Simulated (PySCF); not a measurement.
Geometries of 2 isomers of C5H7F3Se, from PBE0-D3(BJ)/def2-SVP geometry optimisation, gas phase (PySCF 2.14.0). One conformer each, no zero-point energy, no frequencies.

**Question.** Which isomer lies lower at this level?
A.
```xyz
16
angstrom
C     -2.426   -0.359    0.215
C     -1.011    0.040    0.570
C     -0.136    0.548   -0.533
Se    -0.660    0.776   -2.201
C      1.285    0.849   -0.133
C      2.204   -0.356   -0.198
F      2.272   -0.872   -1.421
F      3.439   -0.009    0.168
F      1.805   -1.334    0.628
H     -2.433   -1.168   -0.530
H     -2.961   -0.705    1.112
H     -2.980    0.486   -0.220
H     -0.469   -0.802    1.042
H     -1.010    0.824    1.353
H      1.335    1.215    0.906
H      1.720    1.607   -0.797
```
B.
```xyz
16
angstrom
F      2.393   -0.813    1.147
C      2.111   -0.543   -0.133
F      1.576   -1.653   -0.661
F      3.268   -0.322   -0.762
C      1.186    0.640   -0.262
C     -0.129    0.449    0.460
C     -1.143   -0.551   -0.119
C     -2.433    0.238    0.115
Se    -1.432    1.934    0.276
H      1.019    0.824   -1.334
H      1.727    1.510    0.142
H      0.051    0.276    1.532
H     -0.962   -0.674   -1.197
H     -1.113   -1.553    0.339
H     -2.932    0.003    1.066
H     -3.169    0.225   -0.700
```

**Answer.** B. That is `FC(F)(F)C[C@@H]1CC[Se]1`, 4.2 kcal/mol below the other.

| SMILES | atoms numbered as above | E (Eh) | relative (kcal/mol) | relative (kJ/mol) | dipole (D) |
| --- | --- | --- | --- | --- | --- |
| FC(F)(F)C[C@@H]1CC[Se]1 | [F:1][C:2]([F:3])([F:4])[CH2:5][C@@H:6]1[CH2:7][CH2:8][Se:9]1 | -2894.38597 | 0.0 | 0.0 | 1.30 |
| CCC(=[Se])CC(F)(F)F | [CH3:1][CH2:2][C:3](=[Se:4])[CH2:5][C:6]([F:7])([F:8])[F:9] | -2894.37933 | 4.2 | 17.4 | 2.47 |

As drawn, the lower has a four-membered ring, which the higher lacks.
